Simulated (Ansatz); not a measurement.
`C[CH](C)[Mg][Cl]` + H₂S → `[SH][Mg][Cl]` + propane at 500 K and 1 bar (ligand exchange at a Mg–C bond).

Isolated molecules relaxed with PBE0-D4/def2-TZVP in Ansatz; ΔE leaves out vibrations. CCSD(T)/CBS is the MP2 limit (def2-TZVPP, def2-QZVPP) plus CCSD(T) − MP2 in def2-TZVPP, frozen cores. This one scheme is used for every species. For Mg outer-core shells are correlated without core-valence functions, which leaves a few kJ/mol of doubt a bond. One conformer a species, not always the lowest.

```
           species  CCSD(T)/CBS energy (Eh)  H − E (kJ/mol)  S (J/(mol·K))
`C[CH](C)[Mg][Cl]`               -778.11446           294.0          433.1
               H₂S               -398.97279            57.0          224.0
    `[SH][Mg][Cl]`              -1058.17129            55.7          338.7
             `CCC`               -118.98051           304.1          314.1
```

H − E and S are ideal-gas, rigid-rotor, harmonic terms from PBE0-D4/def2-TZVP, for one conformer and one mirror image of each species. 1 Eh = 2625.50 kJ/mol, R = 8.31446 J/(mol·K).

Q: By hand: ΔE, ΔH, ΔS and ΔG.

A: ΔE = (-1058.17129) + (-118.98051) − (-778.11446) − (-398.97279) = -0.06455 Eh = -169.5 kJ/mol. Δ(H − E) = 55.7 + 304.1 − 294.0 − 57.0 = 8.8, so ΔH = -160.7 kJ/mol. ΔS = 338.7 + 314.1 − 433.1 − 224.0 = -4.3 J/(mol·K). ΔG = -160.7 − 500 × (-4.3)/1000 = -158.5 kJ/mol.

Q: By hand: the equilibrium constant, and the temperature at which ΔG would vanish if ΔH and ΔS stayed fixed.

A: log₁₀ K = −ΔG/(RT ln 10) = 16.6. ΔG = 0 at ΔH/ΔS = 37372 K, far beyond where these terms or the molecules hold.

The number of gas molecules stays the same, so ΔS is small and ΔH decides. A doubt of 5 kJ/mol in ΔE shifts log₁₀ K by 0.5 here. Other conformers and mirror images would add mixing entropy, several J/(mol·K) or more a flexible species. Modes under 60 cm⁻¹, often nearly free rotors, make the harmonic entropy too high. These are equilibria of isolated gas molecules and say nothing of rates. Largest T1 diagnostic: 0.009 (customary marks: 0.02 for closed shells, 0.045 for open ones).
